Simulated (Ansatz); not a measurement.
`ClB[TeH]` + H₂O → `OBCl` + H₂Te at 700 K and 1 bar (formal hydrolysis of a B–Te bond).

Program: Ansatz. Geometries: PBE0-D4/def2-TZVP. ΔE: electronic, gas phase. CCSD(T)/CBS is the MP2 limit (def2-TZVPP, def2-QZVPP) plus CCSD(T) − MP2 in def2-TZVPP, frozen cores. This one scheme is used for every species. Elements past krypton have def2 core potentials. For Te outer-core shells are correlated without core-valence functions, which leaves a few kJ/mol of doubt a bond. One conformer a species, not always the lowest.

| species | CCSD(T)/CBS energy (Eh) | H − E (kJ/mol) | S (J/(mol·K)) |
| --- | --- | --- | --- |
| `ClB[TeH]` | -753.54186 | 99.6 | 367.3 |
| H₂O | -76.37941 | 80.5 | 218.4 |
| `OBCl` | -561.03999 | 114.9 | 320.4 |
| H₂Te | -268.91024 | 57.2 | 261.6 |

H − E and S are ideal-gas, rigid-rotor, harmonic terms from PBE0-D4/def2-TZVP, for one conformer and one mirror image of each species. 1 Eh = 2625.50 kJ/mol, R = 8.31446 J/(mol·K).

By hand: ΔE, ΔH, ΔS and ΔG.

ΔE = (-561.03999) + (-268.91024) − (-753.54186) − (-76.37941) = -0.02896 Eh = -76.0 kJ/mol. Δ(H − E) = 114.9 + 57.2 − 99.6 − 80.5 = -8.0, so ΔH = -84.0 kJ/mol. ΔS = 320.4 + 261.6 − 367.3 − 218.4 = -3.7 J/(mol·K). ΔG = -84.0 − 700 × (-3.7)/1000 = -81.4 kJ/mol.

By hand: the equilibrium constant, and the temperature at which ΔG would vanish if ΔH and ΔS stayed fixed.

log₁₀ K = −ΔG/(RT ln 10) = 6.1. ΔG = 0 at ΔH/ΔS = 22703 K, far beyond where these terms or the molecules hold.

The number of gas molecules stays the same, so ΔS is small and ΔH decides. A doubt of 5 kJ/mol in ΔE shifts log₁₀ K by 0.4 here. Other conformers and mirror images would add mixing entropy, several J/(mol·K) or more a flexible species. These are equilibria of isolated gas molecules and say nothing of rates. Largest T1 diagnostic: 0.014 (customary marks: 0.02 for closed shells, 0.045 for open ones).
